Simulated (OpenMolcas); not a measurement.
# Os: from CASSCF to CASPT2

```json
{
  "Program": "OpenMolcas 26.06",
  "Basis": "ANO-RCC-VTZP [8s7p5d3f2g1h]",
  "Scalar Hamiltonian": "DKH2, point nucleus",
  "Active space": "8 electrons in 6 orbitals (5d 6s)",
  "State averaging": "2S+1 = 5 even, 15 roots; 2S+1 = 3 even, 80 roots kept (CI in the orbitals of an earlier block); 2S+1 = 1 even, 58 roots kept (CI in the orbitals of an earlier block)",
  "Spin-orbit coupling": "RASSI with atomic mean-field integrals over the reference wave functions, term energies averaged over their components"
}
```

Methods on the same reference wave functions:
A. CASSCF
B. XMS-CASPT2, IPEA 0.25 Eh, imaginary shift 0.1 Eh (closed shells correlated: 5s 5p)

Energies in eV above 5d6 6s2 5D4, the measured ground level; measured values from NIST Handbook of Basic Atomic Spectroscopic Data.

| Level | A | B | Measured |
| --- | --- | --- | --- |
| 5d6 6s2 5D4 | 0.0000 | 0.0000 | 0.0000 |
| 5d7 6s 5F5 | 0.1241 | 1.197 | 0.6378 |
| 5d6 6s2 5D3 | 0.4838 | 0.462 | 0.5157 |
| 5d6 6s2 5D1 | 0.7184 | 0.747 | 0.7149 |
| 5d6 6s2 5D0 | 0.7981 | 0.817 | 0.7554 |
| 5d7 6s 5F3 | 0.9990 | 2.057 | 1.4107 |
| 5d7 6s 5F1 [65 %] | 1.2898 | 2.279 | 1.6143 |
| 5d6 6s2 3F3 [63 %] | 1.8172 | 2.241 |  |
| 5d6 6s2 3H6 | 1.9397 | 2.168 |  |
| 5d7 6s 5P3 | 1.9539 | 2.622 |  |
| 5d6 6s2 3P0 [54 %] | 2.3747 | 2.722 |  |
| 5d7 6s 3P0(1) | 2.7573 | 3.319 |  |

Deviations, from unrounded energies. A percentage is the sum of absolute deviations over the sum of measured energies, with the sign that they share, or ± where signs differ.

| Against measurement | Levels | A | B |
| --- | --- | --- | --- |
| mean absolute deviation (cm-1) | 6 | 1800 | 2700 |
| fine structure of the ground term (%) | 3 | ±3.9 | ±7.4 |
| other configurations (%) | 3 | -34.1 | +51.1 |

A lies closest to measurement on these levels. The largest miss of A in the table is 5d7 6s 5F5, by -4100 cm-1. The ranking rests on the paired levels alone, and a cruder setting can come out closer through cancelling errors.

From A to B the spin-free energies of the other terms of 5d6 6s2 shown, above 5D, scale by factors of 1.17 to 1.57.

The lowest spin-free term lies below A's lowest term by 0.506 hartree in B.

CASPT2 breaks the degeneracy within a term, and the mean is taken; among the terms shown or strongly mixed into the levels shown the widest spread is 950 cm-1 (5d7 6s 3G, B). Over all roots computed the reference weight is 0.84 to 0.90 in B; the roots of lowest weight are the least certain, and an intruder state may touch them. Terms from blocks run as CI alone lack orbitals of their own. Configurations are named by rounded mean occupations; where the s occupation lies near a half they are strongly mixed, a name can repeat and a true partner stay unpaired. A single d shell beside an s shell can misplace configurations of different d count against each other. Without dynamic correlation excited terms often stand tens of per cent too high (terms of higher spin than the ground term too low), and those without a measured partner can miss by more than the paired ones (holds for A). The CASPT2 spread within a term exceeds the gap to the next term for 5d6 6s2 1I and 5d7 6s 3P(1), so the order of their levels is uncertain (holds for B). Measured partners are found by configuration, term and J. A level has none where our copy of the source lacks it or the pairing is in doubt (some pairs that miss far off the trend of their configuration count as doubtful), and it then counts in no deviation. Levels of configurations outside the active space are missing. Levels that lie high or do not pair safely by name in every column are left out.

A share in square brackets marks a mixed level and gives the weight of the term that names it, the lowest over the columns. A number in round brackets counts repeated terms of one configuration in the order of the reference energies.
